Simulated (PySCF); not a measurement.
B2Cl3 (SMILES Cl[B]B(Cl)Cl), doublet, at a GFN2-xTB geometry. Base run: PySCF with HF/3-21G.

The PySCF input:
```python
from pyscf import gto, scf

mol = gto.M(
    atom='''
Cl    2.63679320   -0.46302174   -0.06788196
B     1.04427191   -0.18337448   -0.02688388
B    -0.47569971    0.08353302    0.01224648
Cl   -1.14172032    1.72503999    0.05955151
Cl   -1.66230000   -1.23265312    0.01263556
''',
    basis='3-21g',
    spin=1,
    verbose=4,
)

mf = scf.UHF(mol)
mf.kernel()
```

Variants of this job, named by their change:

```
change                                                                                                                  ΔE vs base (mEh)  fitting functions  dipole (D)
----------------------------------------------------------------------------------------------------------------------  ----------------  -----------------  ----------
base                                                                                                                               0.000                  -        3.16
auxbasis = cc-pvdz-jkfit                                                                                                           0.170                476        3.16
exchange = seminumerical (SGX) (with mf = sgx.sgx_fit(mf, auxbasis='def2-universal-jfit'); with mf.with_df.dfj = True)            -1.126                251        3.16
auxbasis = def2-svp-ri                                                                                                             779.4                282        3.16
auxbasis = default (with mf = mf.density_fit())                                                                                    0.182                534        3.16
auxbasis = cc-pvqz-jkfit                                                                                                          -0.135                656        3.16
auxbasis = def2-tzvp-ri                                                                                                          -21.276                491        3.16
auxbasis = even-tempered beta=2.0                                                                                                  1.987                394        3.16
only_dfj = on; auxbasis = def2-universal-jfit                                                                                     -1.076                251        3.16
auxbasis = even-tempered beta=1.6                                                                                                  1.921                565        3.16
```

A fitting set is made for a task (jfit for Coulomb, jkfit for Coulomb and exchange, ri for correlation) and for a family of orbital bases.

Open shells are given as the SCF converged; they aren't shown to be the lowest states, and a large step between rows can be another state.
